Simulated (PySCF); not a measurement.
Cl₂In (SMILES [Cl][In+][Cl]), charge +1, singlet, at a GFN2-xTB geometry (such geometries of metal compounds can be far from the true shape) (core potentials on In); CASSCF(6,5)/def2-SVP (PySCF).

PySCF was given this input:
```python
from pyscf import gto, scf, mcscf
import numpy

mol = gto.M(
    atom='''
In    0.000000    0.000000    0.000000
Cl    0.000000    0.000000    2.299692
Cl   -0.000000   -0.000000   -2.299692
''',
    basis='def2-svp',
    ecp={'In': 'def2-svp'},
    charge=1,
    spin=0,
    verbose=4,
)

mf = scf.RHF(mol)
mf.kernel()
mc = mcscf.CASSCF(mf, 5, 6)
mc.fix_spin_(ss=0.0)
mc.kernel()
occ = numpy.linalg.eigvalsh(mc.fcisolver.make_rdm1(mc.ci, mc.ncas, mc.nelecas))[::-1]
ss = mc.fcisolver.spin_square(mc.ci, mc.ncas, mc.nelecas)[0]
print('natural occupations', occ.round(4), ' <S^2>', round(ss, 4))
```

It wrote (shortened):

```
PySCF version 2.14.0

[INPUT] verbose = 4
[INPUT] num. atoms = 3
[INPUT] num. electrons = 54
[INPUT] charge = 1
[INPUT] spin (= nelec alpha-beta = 2S) = 0
[INPUT] symmetry False subgroup None
[INPUT] Mole.unit = angstrom
[INPUT] Symbol           X                Y                Z      unit          X                Y                Z       unit  Magmom
[...]
nuclear repulsion = 197.547600102457
number of shells = 26
number of NR pGTOs = 133
number of NR cGTOs = 62
basis = def2-svp
ecp = {'In': 'def2-svp'}

******** <class 'pyscf.scf.hf.RHF'> ********
method = RHF
initial guess = minao
damping factor = 0
level_shift factor = 0
DIIS = <class 'pyscf.scf.diis.CDIIS'>
diis_start_cycle = 1
diis_space = 8
diis_damp = 0
SCF conv_tol = 1e-09
SCF conv_tol_grad = None
SCF max_cycles = 50
direct_scf = True
direct_scf_tol = 1e-13
Set gradient conv threshold to 3.16228e-05
Initial guess from minao.
init E= -1086.51046690261
[...]
cycle= 1 E= -1107.4392154806  delta_E= -20.9  |g|= 1.15  |ddm|= 11.8
[...]
cycle= 2 E= -1107.679977332  delta_E= -0.241  |g|= 0.482  |ddm|= 2.29
[...]
cycle= 3 E= -1107.72530906679  delta_E= -0.0453  |g|= 0.0505  |ddm|= 0.568
[...]
cycle= 4 E= -1107.72648699191  delta_E= -0.00118  |g|= 0.0167  |ddm|= 0.108
[...]
cycle= 5 E= -1107.72661650206  delta_E= -0.00013  |g|= 0.00427  |ddm|= 0.0262
[...]
cycle= 6 E= -1107.72663614418  delta_E= -1.96e-05  |g|= 0.000819  |ddm|= 0.0152
[...]
cycle= 7 E= -1107.72663699635  delta_E= -8.52e-07  |g|= 0.000235  |ddm|= 0.00288
[...]
cycle= 8 E= -1107.72663705837  delta_E= -6.2e-08  |g|= 3.26e-05  |ddm|= 0.000897
[...]
cycle= 9 E= -1107.72663705906  delta_E= -6.86e-10  |g|= 6.13e-06  |ddm|= 0.000108
[...]
Extra cycle  E= -1107.72663705907  delta_E= -1.73e-11  |g|= 1.83e-06  |ddm|= 1.28e-05
converged SCF energy = -1107.72663705907

******** <class 'pyscf.mcscf.mc1step.CASSCF'> ********
CAS (3e+3e, 5o), ncore = 24, nvir = 33
max_cycle_macro = 50
max_cycle_micro = 4
conv_tol = 1e-07
conv_tol_grad = None
orbital rotation max_stepsize = 0.02
orbital rotation threshold for CI restart = 0.01
augmented hessian ah_max_cycle = 30
augmented hessian ah_conv_tol = 1e-12
augmented hessian ah_linear dependence = 1e-14
augmented hessian ah_level shift = 1e-08
augmented hessian ah_start_tol = 2.5
augmented hessian ah_start_cycle = 3
augmented hessian ah_grad_trust_region = 3
kf_trust_region = 3
kf_interval = 4
ci_response_space = 4
ci_grad_trust_region = 3
with_dep4 0
natorb = False
canonicalization = True
[...]
CASCI E = -1107.72724289034  S^2 = 0.0000000
[...]
macro iter  40 (  7 JK    2 micro), CASSCF E = -1107.74991222605  dE = -8.34142764e-04  S^2 = 0.0000000
               |grad[o]|=0.00488  |grad[c]|=0.0197  |ddm|=0.00593  |maxRot[o]|=0.0697
macro iter  41 ( 17 JK    4 micro), CASSCF E = -1107.75084816384  dE = -9.35937786e-04  S^2 = 0.0000000
               |grad[o]|=0.00526  |grad[c]|=0.0349  |ddm|=0.00626  |maxRot[o]|=0.0949
macro iter  42 (  7 JK    2 micro), CASSCF E = -1107.75143815186  dE = -5.89988028e-04  S^2 = 0.0000000
               |grad[o]|=0.00545  |grad[c]|=0.0265  |ddm|=0.00329  |maxRot[o]|=0.0698
macro iter  43 (  7 JK    2 micro), CASSCF E = -1107.75192591153  dE = -4.87759669e-04  S^2 = 0.0000000
               |grad[o]|=0.00515  |grad[c]|=0.0243  |ddm|=0.00549  |maxRot[o]|=0.0698
macro iter  44 (  7 JK    2 micro), CASSCF E = -1107.75233666822  dE = -4.10756687e-04  S^2 = 0.0000000
               |grad[o]|=0.00493  |grad[c]|=0.026  |ddm|= 0.02  |maxRot[o]|=0.065
macro iter  45 ( 20 JK    4 micro), CASSCF E = -1107.75243585868  dE = -9.91904628e-05  S^2 = 0.0000000
               |grad[o]|=0.00494  |grad[c]|=0.0253  |ddm|=0.0118  |maxRot[o]|=0.0471
macro iter  46 (  7 JK    2 micro), CASSCF E = -1107.75248170336  dE = -4.58446762e-05  S^2 = 0.0000000
               |grad[o]|=0.00574  |grad[c]|=0.0318  |ddm|=0.000657  |maxRot[o]|=0.0564
macro iter  47 ( 11 JK    3 micro), CASSCF E = -1107.75247586852  dE =  5.83484029e-06  S^2 = 0.0000000
               |grad[o]|=0.00172  |grad[c]|=0.0246  |ddm|=0.000489  |maxRot[o]|=0.0471
macro iter  48 ( 20 JK    4 micro), CASSCF E = -1107.75248228711  dE = -6.41859310e-06  S^2 = 0.0000000
               |grad[o]|=0.00246  |grad[c]|=0.00154  |ddm|=0.000149  |maxRot[o]|=0.0122
macro iter  49 (  9 JK    2 micro), CASSCF E = -1107.75248368528  dE = -1.39816666e-06  S^2 = 0.0000000
               |grad[o]|=0.000724  |grad[c]|=0.000396  |ddm|=0.000136  |maxRot[o]|=0.00614
macro iter  50 ( 12 JK    3 micro), CASSCF E = -1107.75248343600  dE =  2.49276809e-07  S^2 = 0.0000000
               |grad[o]|=0.000454  |grad[c]|=0.00699  |ddm|=7.37e-05  |maxRot[o]|=0.0377
1-step CASSCF not converged,  50 macro (633 JK 145 micro) steps
CASSCF canonicalization
Density matrix diagonal elements [1.97377296 1.97917968 1.98310504 0.01775506 0.04618726]
CASSCF energy = -1107.75248343600
CASCI E = -1107.75248343600  E(CI) = -30.0822682850433  S^2 = 0.0000000
natural occupations [2.     1.9751 1.9624 0.0463 0.0162]  <S^2> 0.0
```

The run did not converge; its last values are not results.
